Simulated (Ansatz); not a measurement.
Geometry optimisation, RKS PBE0-D4/def2-SVP (Ansatz 0.2.0).

input.yaml

```yaml
crystal:
  periodic: [false, false, false]
  atoms:
    - { symbol: Hf, position_ang: [0.0, 0.0, 0.0] }
    - { symbol: Cl, position_ang: [0.0, 0.0, 2.87] }
    - { symbol: Cl, position_ang: [2.3764, 0.0, -0.8392] }
    - { symbol: F, position_ang: [-0.9326, 1.6157, -0.6593] }
    - { symbol: Cl, position_ang: [-1.1869, -2.0563, -0.8392] }
    - { symbol: Br, position_ang: [1.5658, -2.3777, 0.946] }
    - { symbol: H, position_ang: [0.8737, -1.3267, 2.3396] }
basis:
  gaussian: { orbitals: def2-SVP }
hamiltonian:
  xc: pbe0
  dispersion: d4
relax:
  f_tol: 0.15
  max_steps: 25
  restrain:
    - { distance: [0, 5], at: 2.7, k: 30.0 }
    - { distance: [6, 1], at: 1.37, k: 30.0 }
    - { distance: [0, 1], at: 3.72, k: 30.0 }
    - { distance: [6, 5], at: 2.75, k: 30.0 }
```

Command:

```bash
$ ansatz run input.yaml --threads 4 --pin off --max-ram 5120MiB --backend cpu --events-out ev --progress --plain --runs-dir out
```

**Question.** Where does it end, and by what steps?

**Answer.** It converged. The restraints hold the end off the free minimum; the threshold counts their pulls, which the force column leaves out. Restrained pairs: Hf1–Br6 (3.00 → 2.65 Å), Cl2–H7 (1.67 → 1.33 Å), Hf1–Cl2 (2.87 → 3.72 Å), Br6–H7 (1.88 → 2.75 Å). After 14 steps the energy has fallen by 2.287 eV (the restraints' own energy left out); Cl3 moved furthest, 1.68 Å.

```tsv
step	energy less start (eV)	largest force component (eV/Å)	accepted
0	0.0000	2.445	yes
1	0.1698	2.005	yes
2	0.0688	2.120	yes
3	-0.4538	1.351	yes
4	-1.0507	0.932	yes
5	-1.5005	1.056	yes
6	-1.7954	1.079	yes
7	-2.0029	1.036	yes
8	-2.1075	0.996	yes
9	-2.1303	1.026	yes
10	-2.1609	0.885	yes
11	-2.1659	1.100	yes
12	-2.2271	0.992	yes
13	-2.2547	1.050	yes
14	-2.2865	1.019	yes
```

```xyz
7
Properties=species:S:1:pos:R:3
Hf 0.569 -0.399 -0.402
Cl -0.848 -0.483 3.032
Cl 1.735 -0.136 -2.387
F 0.207 1.358 0.175
Cl -1.399 -1.511 -0.947
Br 2.145 -1.802 1.210
H 0.288 -1.171 3.136
```

Run time: 50 s on 4 threads of AMD EPYC 7B13 (Zen 3), with other jobs on the host, peak memory 0.45 GiB.
